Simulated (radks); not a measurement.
Trend from Zr4+ to Cd4+: ionisation energy by Delta-SCF between NIST ground configurations, and size. Method: scalar-relativistic Kohn-Sham, PBEsol, spin-polarised, spherical densities, finite nucleus; open shells are filled with parallel spins first (spin-orbit coupling, left out, can overturn this in heavy ions); Fermi nuclear charge, rms radius of each element as measured or else 0.836 A^(1/3) + 0.57 fm; computed with a radial shooting solver on a logarithmic mesh with Libxc functionals.

species  configuration  configuration of the ion  IE (eV)  NIST (eV)       kind
Zr4+              [Kr]         [Ar] 3d10 4s2 4p5   80.630      80.35  semi-emp.
Nb4+          [Kr] 4d1                      [Kr]   50.496     50.573       exp.
Mo4+          [Kr] 4d2                  [Kr] 4d1   54.114      54.42  semi-emp.
Tc4+          [Kr] 4d3                  [Kr] 4d2   57.584         57     theory
Ru4+          [Kr] 4d4                  [Kr] 4d3   60.949         59     theory
Rh4+          [Kr] 4d5                  [Kr] 4d4   64.235         63     theory
Pd4+          [Kr] 4d6                  [Kr] 4d5   63.047         61     theory
Ag4+          [Kr] 4d7                  [Kr] 4d6   66.636         65     theory
Cd4+          [Kr] 4d8                  [Kr] 4d7   70.099         68     theory

Reference values: NIST Atomic Spectra Database (exp. = measured, semi-emp. = semi-empirical, theory = theoretical value adopted there). Open shells are spherical and high-spin; term and fine-structure splittings are not resolved.
